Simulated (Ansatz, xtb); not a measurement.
# Two isomers of C5H6OSe

We compare I, `Cc1c[se]cc1O`, a singlet, with II, `Cc1ccc(O)[se]1`, a singlet. Both are isolated molecules in the gas phase, relaxed with PBE-D3(BJ)/def2-SVP; the shapes shown needn't be the lowest conformers.

I (Å):

```yaml
atoms:
  - { symbol: C, position_ang: [-0.3869, -0.8444, -1.0283] }
  - { symbol: C, position_ang: [0.0909, -0.5819, 0.3729] }
  - { symbol: C, position_ang: [0.4624, -1.5511, 1.2805] }
  - { symbol: C, position_ang: [0.6517, 0.8646, 2.1950] }
  - { symbol: C, position_ang: [0.2006, 0.7668, 0.8940] }
  - { symbol: O, position_ang: [-0.1184, 1.8704, 0.1568] }
  - { symbol: Se, position_ang: [0.9983, -0.8259, 2.9186] }
  - { symbol: H, position_ang: [-0.4056, -1.9273, -1.2535] }
  - { symbol: H, position_ang: [0.2723, -0.3649, -1.7864] }
  - { symbol: H, position_ang: [-1.4183, -0.4593, -1.1924] }
  - { symbol: H, position_ang: [0.4647, -2.6363, 1.1194] }
  - { symbol: H, position_ang: [0.8020, 1.7862, 2.7675] }
  - { symbol: H, position_ang: [-0.4137, 1.5722, -0.7228] }
```

II (Å):

| atom | x (Å) | y (Å) | z (Å) |
| --- | --- | --- | --- |
| C | 1.3059 | -0.2701 | -1.5430 |
| C | 0.5222 | -0.2034 | -0.2712 |
| C | 0.4803 | -1.1020 | 0.7705 |
| C | -0.3649 | -0.7779 | 1.8834 |
| C | -1.0382 | 0.4162 | 1.7585 |
| O | -1.8986 | 0.9236 | 2.6746 |
| Se | -0.6219 | 1.2690 | 0.1065 |
| H | 1.9041 | -1.2032 | -1.5557 |
| H | 2.0119 | 0.5806 | -1.6543 |
| H | 0.6571 | -0.2774 | -2.4448 |
| H | 1.0774 | -2.0269 | 0.7402 |
| H | -0.4810 | -1.4115 | 2.7733 |
| H | -2.2051 | 1.8033 | 2.3921 |

Quicker runs give these differences E(II) − E(I): GFN2-xTB +3.4 kcal/mol; HF/STO-3G +0.1 kcal/mol (at GFN2-xTB geometries); r2SCAN-D4/def2-SVP +2.7 kcal/mol (at GFN2-xTB geometries).

Question: Estimate E(II) − E(I) at the level CCSD(T)/def2-SVP + ΔMP2/def2-TZVPP.

Answer: Calculated at CCSD(T)/def2-SVP + ΔMP2/def2-TZVPP: E(II) − E(I) = +3.6 kcal/mol, so structure I lies lower.

Level by level:

```tsv
level	geometry	E(II) − E(I) (kcal/mol)	departure from the last row (kcal/mol)	job, with rough time for the two
GFN2-xTB	GFN2-xTB	+3.4	−0.2	optimisation, 0.29 s
HF/STO-3G	GFN2-xTB	+0.1	−3.5	single point, 0.86 s
r2SCAN-D4/def2-SVP	GFN2-xTB	+2.7	−0.9	single point, 9 s
PBE-D3(BJ)/def2-SVP	PBE-D3(BJ)/def2-SVP	+2.4	−1.2	optimisation, 42 s
HF/def2-SVP	PBE-D3(BJ)/def2-SVP	+2.7	−0.9	part of the CCSD(T) run
MP2/def2-SVP	PBE-D3(BJ)/def2-SVP	+3.1	−0.5	part of the CCSD(T) run
CCSD(T)/def2-SVP	PBE-D3(BJ)/def2-SVP	+3.0	−0.6	single point
CCSD(T)/def2-SVP + ΔMP2/def2-TZVPP	PBE-D3(BJ)/def2-SVP	+3.6		single point, 4 min
```

As drawn, both hold the same kinds of bond in the same numbers.

HF/STO-3G finds them nearly level. The largest departure from CCSD(T)/def2-SVP + ΔMP2/def2-TZVPP is that of HF/STO-3G, 3.5 kcal/mol. The last row adds to CCSD(T) the change of the MP2 difference between the two basis sets, here +0.6 kcal/mol.

With thermal terms from frequencies at re-optimised GFN2-xTB minima (ideal gas, soft modes damped towards free rotors, one conformer each, 298.15 K, 1 atm): the zero-point term adds −0.3 kcal/mol; ΔH is +3.6 and ΔG +2.7 kcal/mol.

The correlated steps freeze 15 core orbitals; the filled d shell of Se is correlated, in a basis made for valence electrons. Programs: Ansatz 0.2.0, xtb 6.7.1; the last row on 2 threads of Arm Neoverse V1 on a shared host.
